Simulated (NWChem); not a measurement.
System: AlHCl2; SMILES [Cl][AlH][Cl]

Parts of the log:

```
             Northwest Computational Chemistry Package (NWChem) 7.3.0
             --------------------------------------------------------

 C2V symmetry detected

                             Geometry "geometry" -> ""
                             -------------------------

 Output coordinates in angstroms (scale by  1.889725989 to convert to a.u.)

  No.       Tag          Charge          X              Y              Z
 ---- ---------------- ---------- -------------- -------------- --------------
    1 Al                  13.0000     0.00000000     0.00000000    -0.73374040
    2 H                    1.0000     0.00000000     0.00000000    -2.31161940
    3 Cl                  17.0000    -1.80592900     0.00000000     0.34853660
    4 Cl                  17.0000     1.80592900     0.00000000     0.34853660

 Effective nuclear repulsion energy (a.u.)     163.3910130782

      Symmetry information
      --------------------

 Group name             C2v
 Group number             16
 Group order               4
 No. of unique centers     3

                                 NWChem DFT Module
                                 -----------------

 Summary of "ao basis" -> "ao basis" (spherical)
 ------------------------------------------------------------------------------
       Tag                 Description            Shells   Functions and Types
 ---------------- ------------------------------  ------  ---------------------
 Al                         6-31+g*                 10       22   5s4p1d
 H                          6-31+g*                  2        2   2s
 Cl                         6-31+g*                 10       22   5s4p1d

      Symmetry analysis of basis
      --------------------------

        a1         29
        a2          7
        b1         21
        b2         11

            General Information
            -------------------
          SCF calculation type: DFT
          Wavefunction type:  closed shell.
          No. of atoms     :     4
          No. of electrons :    48
           Alpha electrons :    24
            Beta electrons :    24
          Charge           :     0
          Spin multiplicity:     1
          Use of symmetry is: off; symmetry adaption is: on
          Maximum number of iterations: 150
          AO basis - number of functions:    68
                     number of shells:    32
          Convergence on energy requested:  1.00D-06
          Convergence on density requested:  1.00D-05
          Convergence on gradient requested:  5.00D-04

[...]

                                NWChem TDDFT Module
                                -------------------

            General Information
            -------------------
           No. of orbitals :     136
            Alpha orbitals :      68
             Beta orbitals :      68
        Alpha frozen cores :       0
         Beta frozen cores :       0
     Alpha frozen virtuals :       0
      Beta frozen virtuals :       0
         Spin multiplicity :       1
    Number of AO functions :      68
        Use of symmetry is : off
      Symmetry adaption is : on
         Schwarz screening :  0.10D-07

              XC Information
              --------------
                 Slater Exchange Functional   1.00 local
               VWN V Correlation Functional   1.00 local

             TDDFT Information
             -----------------
          Calculation type : Tamm-Dancoff TDDFT
         Wavefunction type : Restricted singlets & triplets
          No. of electrons :      48
           Alpha electrons :      24
            Beta electrons :      24
              No. of roots :       8
          Max subspacesize :    5600
            Max iterations :     100
               Target root :       1
           Target symmetry : none
      Symmetry restriction : off
                 Algorithm : Optimal
        Davidson threshold :  0.10D-03

    8 smallest eigenvalue differences (eV)
--------------------------------------------------------
  No. Spin  Occ  Vir  Irrep   E(Occ)    E(Vir)   E(Diff)
--------------------------------------------------------
    1    1   24   25 a2       -0.298    -0.098     5.458
    2    1   23   25 b2       -0.300    -0.098     5.493
    3    1   22   25 b1       -0.307    -0.098     5.706
    4    1   21   25 a1       -0.323    -0.098     6.130
    5    1   24   26 b1       -0.298    -0.072     6.147
    6    1   23   26 a1       -0.300    -0.072     6.181
    7    1   22   26 a2       -0.307    -0.072     6.395
    8    1   20   25 b2       -0.340    -0.098     6.607
--------------------------------------------------------

  Entering Davidson iterations
  Restricted singlet excited states

  Iter   NTrls   NConv    DeltaV     DeltaE      Time
  ----  ------  ------  ---------  ---------  ---------
    1      8       0     0.12E+00   0.10+100        2.8
    2     16       0     0.23E-01   0.13E-01        2.9
    3     24       1     0.84E-01   0.21E-02        3.1
    4     31       4     0.11E-01   0.76E-02        2.8
    5     35       6     0.13E-02   0.29E-03        2.4
    6     37       7     0.16E-03   0.22E-05        2.1
    7     38       8     0.46E-04   0.30E-07        2.0
  ----  ------  ------  ---------  ---------  ---------
  Convergence criterion met

  Ground state a1      -1159.472362903690 a.u.

  ----------------------------------------------------------------------------
  Root   1 singlet a2             0.202397691 a.u.                5.5075 eV
  ----------------------------------------------------------------------------
     Transition Moments    X -0.00000   Y -0.00000   Z  0.00000
     Dipole Oscillator Strength                    0.0000000000
     Electric Quadrupole                           0.0000000000
     Magnetic Dipole                               0.0000000943
     Total Oscillator Strength                     0.0000000943

[...]
```

Level: LDA (Slater exchange, VWN5)/6-31+G* (spherical d), TDA. All runs use the structure optimised with PBE-D3(BJ)/def2-SVP.

### Question
Write an input that gives this output.

### Answer
This is not unique; one that fits is the input that was run:
```
start job
memory heap 200 mb stack 900 mb global 1100 mb
geometry units angstroms noautoz
  Al     0.000000     0.000000    -0.692821
  H      0.000000     0.000000    -2.270700
  Cl    -1.805929     0.000000     0.389456
  Cl     1.805929     0.000000     0.389456
end
basis spherical
  * library 6-31+g*
end
dft
  xc slater vwn_5
  iterations 150
end
tddft
  cis
  nroots 8
end
task tddft energy
```
